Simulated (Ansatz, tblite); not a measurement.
Cost and result up the ladder for AsH2(NMe2) (C₂H₈AsN) (12 atoms). Charge 0, multiplicity 1. Geometry: B3LYP-D4/def2-SVP.

```xyz
12

As    1.584    1.051   -0.396
H     0.793    2.274    0.143
H     2.265    0.862    0.963
N     0.319   -0.295   -0.129
C    -0.413   -0.303    1.120
C    -0.507   -0.587   -1.286
H    -1.155    0.523    1.206
H     0.278   -0.218    1.973
H    -0.964   -1.255    1.227
H     0.104   -0.603   -2.202
H    -0.966   -1.587   -1.175
H    -1.338    0.137   -1.444
```

Ansatz on 4 threads of Arm Neoverse N1 on a shared host; xTB runs through tblite on one thread. Times are rough, summed over both states, and most runs start from the orbitals of an earlier one. PBE0-D4/def2-TZVP serves as the yardstick here, not as an exact answer. The other state is a doublet.

The xTB rows come from tblite.

Raw xTB energies of ions are shifted by several eV.

```csv
level,functions,vertical IE (eV),difference from PBE0-D4/def2-TZVP (eV)
PBE-D4/def2-TZVP,189,8.27,-0.06
GFN2-xTB,29,12.97,4.64
GFN1-xTB,37,13.94,5.61
PBE0-D4/def2-TZVP,189,8.33,0.00
r2SCAN-D4/def2-TZVP,189,8.22,-0.11
```

Problem. Estimate how long each takes.

Solution. GFN2-xTB 0.011 s; GFN1-xTB 0.02 s; PBE-D4/def2-TZVP 8.7 s; PBE0-D4/def2-TZVP 13 s; r2SCAN-D4/def2-TZVP 19 s. On shared hardware such times vary by a factor of up to 3.
